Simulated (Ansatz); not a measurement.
`COB(Br)OC` + `[F][Ge][SH]` → `COB(S)Br` + `C[O][Ge][F]`  (redistribution)

Program: Ansatz. Geometries: PBE0-D4/def2-TZVP. ΔE: electronic, gas phase. CBS: MP2 limit from def2 TZ/QZ plus the TZ coupled-cluster correction, frozen cores. Functionals use def2-TZVPP. For Br, Ge outer-core shells are correlated without core-valence functions, which leaves a few kJ/mol of doubt a bond. Scalar relativity is left out up to krypton. One conformer a species, not always the lowest.

(1) Is it downhill or uphill in electronic energy at CCSD(T)/CBS, and by how much? (Estimate.)

(2) What do these levels give: BLYP-D4, PBE0-D4, CAM-B3LYP-D4, B2PLYP, PBE-QIDH, MP2/def2-QZVPP? (Estimate.)

(3) What do rigid-rotor, harmonic-oscillator terms from PBE0-D4/def2-TZVP frequencies (298.15 K, 1 bar) make of the CCSD(T)/CBS value? (Estimate.)

Largest T1 diagnostic among the species: 0.015.

## Answers

(1) Computed: Uphill: ΔE = +59.5 kJ/mol.

(2) Ansatz gave: BLYP-D4 58.7, PBE0-D4 63.5, CAM-B3LYP-D4 61.8, B2PLYP 60.2, PBE-QIDH 61.1, MP2/def2-QZVPP 53.6 kJ/mol.

(3) Ansatz gave: ΔZPE = -2.0 kJ/mol, ΔH = +57.3 kJ/mol, ΔS = -3 J/(mol·K), ΔG = +58.3 kJ/mol.

Leaving LDA and LC-ωPBE aside and taking each functional with its dispersion term where it has one, the values, not all of them listed here, spread over 13.1 kJ/mol, from revPBE-D4 to BHLYP-D4. From BLYP to BHLYP (50 % exact exchange), in def2-TZVPP and without D4, ΔE moves by +8.8 kJ/mol.
